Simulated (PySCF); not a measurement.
# An isoelectronic set: 49 electrons

PBE0 in PySCF with def2-TZVPPD on every atom, for the lowest determinant that a PBE0 search found; no spin–orbit coupling. All have 49 electrons, 11 of them in the valence shells, and the same state, a doublet (π ↑). For ions De leads to the atom and ion picked by measured ionisation energies and electron affinities.

```
species  difference of nuclear charges  Re (Å)  ωe (cm⁻¹)  k (mdyn/Å)  De (eV)  dissociates to
  GaCl⁻                             14   2.403        240       0.787     1.40        Ga + Cl⁻
  SiSe⁻                             20   2.173        479        2.80     4.22        Si + Se⁻
  AlBr⁻                             22   2.510        249       0.733     1.45        Al + Br⁻
   GeCl                             15   2.174        406        2.31     4.15         Ge + Cl
   SiBr                             21   2.231        422        2.17     3.93         Si + Br
   PBr⁺                             20   2.055        554        4.02     4.46         P⁺ + Br
```

Problem. Which member of the whole set has the stiffest bond, and how does it compare with the softest?

Solution. PBr⁺ with k = 4.02 mdyn/Å, 5.5 times that of AlBr⁻.

Spin–orbit coupling is left out. For an ion De counts to the pair picked by the measured ionisation energies or electron affinities, which need not be the lowest pair at this level. The highest Kohn–Sham level is positive in some of these anions. Much of that is self-interaction error, but it also means that the finite basis helps to hold the extra electron. States were picked by a PBE0 search and need not be the measured ground states.
